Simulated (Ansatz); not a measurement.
Reaction R1 → P1 + P2, each structure at its B3LYP-D3(BJ)/def2-TZVP stationary point, reached from a drawn start (curvature not checked).
R1, BCl3 (SMILES ClB(Cl)Cl) (charge 0, multiplicity 1):
```
atom    x (Å)    y (Å)   z (Å)
----  -------  -------  ------
B      0.0000   0.0000  0.0000
Cl     1.7452   0.0000  0.0000
Cl    -0.8726   1.5114  0.0000
Cl    -0.8726  -1.5114  0.0000
```
P1, BCl2 (SMILES Cl[B]Cl) (charge 0, multiplicity 2):
```xyz
3

B     -0.25888    -0.45751     0.00000
Cl     1.46689    -0.52797     0.00000
Cl    -1.20811     0.98548     0.00000
```
P2: Cl atom, charge 0, multiplicity 2.

P less R. No zero-point or thermal terms; singlets are restricted closed shells; open shells are unrestricted; no spin–orbit coupling.

Frozen-core correlation throughout.

The values were computed with Ansatz (a quantum-chemistry and plane-wave program). All values are computed, each at the level named.

Total energies in hartree:

```
structure  PBE/def2-TZVPP  B3LYP/def2-TZVPP  CCSD(T)/cc-pV(Q+d)Z
---------  --------------  ----------------  -------------------
R1           -1405.021736      -1405.666304         -1404.192319
P1            -944.873529       -945.318251          -944.308316
P2            -459.958430       -460.167005          -459.694492
```

Problem. Work out the reaction energy at each level in kcal/mol (1 hartree = 627.50947 kcal/mol), and say how far PBE/def2-TZVPP lies from CCSD(T)/cc-pV(Q+d)Z.

Solution. 
- PBE/def2-TZVPP: (-944.873529) + (-459.958430) − (-1405.021736) = 0.189777 hartree = 119.09 kcal/mol
- B3LYP/def2-TZVPP: (-945.318251) + (-460.167005) − (-1405.666304) = 0.181048 hartree = 113.61 kcal/mol
- CCSD(T)/cc-pV(Q+d)Z: (-944.308316) + (-459.694492) − (-1404.192319) = 0.189511 hartree = 118.92 kcal/mol
PBE/def2-TZVPP less CCSD(T)/cc-pV(Q+d)Z: 0.17 kcal/mol. CCSD(T)/cc-pV(Q+d)Z is the level counted from, the highest shown, and no exact or measured value.
